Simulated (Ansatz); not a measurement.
Start from `C=C[SiH2]Br` and change one atom or group to get `C=C[SiH2]BN`.

Ansatz, PBE0-D4/def2-TZVP geometries, multiplicity 1. Each molecule was computed in one conformer, which needn't be the lowest.

Scalar relativity is left out up to krypton.

| property | `C=C[SiH2]Br` |
| --- | --- |
| HOMO energy (PBE/def2-TZVPP) / eV | -6.96 |
| LUMO energy (PBE0/def2-TZVPP) / eV | -1.01 |
| HOMO energy (PBE0/def2-TZVPP) / eV | -8.19 |
| HOMO–LUMO gap (PBE0/def2-TZVPP) / eV | 7.17 |
| LUMO energy (ωB97M-V/def2-TZVPP) / eV | 1.05 |
| LUMO energy (B3LYP/def2-TZVPP) / eV | -1.21 |

Task: Give the same properties after the change, and the shifts. (Best estimate.)

Result: Ansatz gave: 
| property | `C=C[SiH2]BN` | shift |
| --- | --- | --- |
| HOMO energy (PBE/def2-TZVPP) / eV | -6.15 | 0.81 |
| LUMO energy (PBE0/def2-TZVPP) / eV | -0.69 | 0.32 |
| HOMO energy (PBE0/def2-TZVPP) / eV | -7.28 | 0.91 |
| HOMO–LUMO gap (PBE0/def2-TZVPP) / eV | 6.59 | -0.58 |
| LUMO energy (ωB97M-V/def2-TZVPP) / eV | 1.25 | 0.20 |
| LUMO energy (B3LYP/def2-TZVPP) / eV | -0.87 | 0.34 |

With PBE0 the HOMO rises by 0.91 eV and the LUMO rises by 0.32 eV, so the gap narrows by about 0.59 eV. PBE moves the HOMO by 0.81 eV and ωB97M-V by 0.97 eV.

B3LYP here is the variant with VWN-RPA as its local correlation; programs differ in this.

Spin–orbit coupling is left out; it splits and shifts lone-pair levels of the heavy atoms by tenths of an eV.
